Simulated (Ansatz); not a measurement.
One change: `[SiH3]CC1C[SiH2]1` becomes `SC1C[SiH2]1`.

Ansatz, PBE0-D4/def2-TZVP geometries, multiplicity 1. Each molecule was computed in one conformer, which needn't be the lowest.

```json
{"property": "HOMO energy (PBE0/def2-TZVPP) / eV", "`[SiH3]CC1C[SiH2]1`": "-6.63"}
{"property": "HOMO energy (PBE/def2-TZVPP) / eV", "`[SiH3]CC1C[SiH2]1`": "-5.58"}
{"property": "LUMO energy (ωB97M-V/def2-TZVPP) / eV", "`[SiH3]CC1C[SiH2]1`": "1.78"}
{"property": "HOMO energy (ωB97M-V/def2-TZVPP) / eV", "`[SiH3]CC1C[SiH2]1`": "-8.74"}
{"property": "HOMO–LUMO gap (B3LYP/def2-TZVPP) / eV", "`[SiH3]CC1C[SiH2]1`": "6.37"}
{"property": "size of the dipole moment (PBE/def2-TZVPP) / D", "`[SiH3]CC1C[SiH2]1`": "0.66"}
```

(1) Give the same properties after the change, and the shifts. (An estimate is asked.)

## Answers

(1) Ansatz gave: 
```csv
property,`SC1C[SiH2]1`,shift
HOMO energy (PBE0/def2-TZVPP) / eV,-6.41,0.22
HOMO energy (PBE/def2-TZVPP) / eV,-5.29,0.29
LUMO energy (ωB97M-V/def2-TZVPP) / eV,1.51,-0.27
HOMO energy (ωB97M-V/def2-TZVPP) / eV,-8.55,0.19
HOMO–LUMO gap (B3LYP/def2-TZVPP) / eV,5.78,-0.59
size of the dipole moment (PBE/def2-TZVPP) / D,1.39,0.73
```

With PBE0 the HOMO rises by 0.22 eV and the LUMO falls by 0.34 eV, so the gap narrows by about 0.56 eV. PBE moves the HOMO by 0.29 eV and ωB97M-V by 0.19 eV. The zero-point energy changes by -113.4 kJ/mol with -15 modes. Dipoles are sizes alone; their direction can turn.

B3LYP here is the variant with VWN-RPA as its local correlation; programs differ in this.
